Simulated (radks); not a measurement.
The numbers below are computed, except where a source is named.
All-electron atom: Pm30+ in [Ar] 3d10 4s2 4p1. Code: a radial shooting solver on a logarithmic mesh with Libxc functionals. Model: non-relativistic Kohn-Sham, TPSS, spin-polarised, spherical densities, point nucleus; open shells are filled with parallel spins first (spin-orbit coupling, left out, can overturn this in heavy ions); meta-GGA in the generalised Kohn-Sham scheme; relativity is left out, which matters for an element this heavy.

Unscreened Slater integrals over Kohn-Sham orbitals (eV). They are taken over the spin-up orbitals.

integral    value
F0(4p,4p)  44.441
F2(4p,4p)  23.321
F0(4p,4s)  44.432
G1(4p,4s)  30.115
F0(4p,3d)  56.449
F2(4p,3d)  15.947
G1(4p,3d)  5.2190
G3(4p,3d)  5.2397
F0(4p,3p)  55.321
F2(4p,3p)  17.260
G0(4p,3p)  4.5899
G2(4p,3p)  5.5934
F0(4s,4s)  44.447
F0(4s,3d)  56.169
G2(4s,3d)  5.0434
F0(4s,3p)  55.085
G1(4s,3p)  5.5170
F0(3d,3d)  106.52
F2(3d,3d)  54.331
F4(3d,3d)  34.962
F0(3d,3p)  98.602
F2(3d,3p)  47.447
G1(3d,3p)  51.490
G3(3d,3p)  34.065
F0(3p,3p)  93.817
F2(3p,3p)  47.450

Derived for the open shells (J is the average intra-shell exchange parameter used in DFT+U). 4p: J = F2/5 = 4.664 eV.
